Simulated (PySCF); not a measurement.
Calculation: B3LYP-D3(BJ)/def2-TZVP // PBE-D3(BJ)/def2-SVP in PySCF. Gas-phase values, no solvent. B3LYP has the VWN-RPA correlation part, as in Gaussian. 

Reference species: [Au(CO)(H)] (neutral, multiplicity 1).

```
Property          Value
-------------  --------
LUMO           -2.50 eV
HOMO–LUMO gap   5.17 eV
```

Changed species: [Au(CNH)(H)] (L = CNH, X = H; the reference has L = CO, X = H).

Question: What does the change do to the LUMO and HOMO–LUMO gap?

Answer: the LUMO rises by 0.97 eV, to -1.53 eV; the HOMO–LUMO gap goes up by 0.21 eV, to 5.38 eV.
